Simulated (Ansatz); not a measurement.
Ansatz input wanted

InCl3 has 4 atoms, charge 0, and is taken as a singlet. SMILES: `[Cl][In]([Cl])[Cl]`. The shape was relaxed beforehand at B3LYP/def2-SVP.

```
atom    x (Å)    y (Å)    z (Å)
  Cl  -0.2072   0.5326   2.2590
  In   0.0140  -0.0150  -0.0050
  Cl   1.0364  -2.0252  -0.6280
  Cl  -0.7878   1.4474  -1.6461
```

Settings wanted:

```yaml
basis_set: def2-SVP
core_potential: def2-SVP
integral_approximation: automatic
task: energy
method: DFT
functional: SVWN5
reference: RKS
accuracy: medium
start_density: atoms
```

Task: Give an Ansatz 0.2.0 job that does this.

Result: This one ran through:

in.yaml:
```yaml
crystal:
  periodic: [false, false, false]
  atoms:
    - {symbol: Cl, position_ang: [-0.207207, 0.532582, 2.258958]}
    - {symbol: In, position_ang: [0.013965, -0.014978, -0.005023]}
    - {symbol: Cl, position_ang: [1.036395, -2.025155, -0.628030]}
    - {symbol: Cl, position_ang: [-0.787753, 1.447351, -1.646105]}
basis:
  gaussian: {orbitals: def2-SVP}
hamiltonian: {xc: {name: SVWN5}}
```

```bash
$ ansatz run in.yaml --threads 1 --pin off --max-ram 3480MiB --events-out events.jsonl --progress --plain --runs-dir runs
```

Calculated total energy: -1565.68151 Eh.
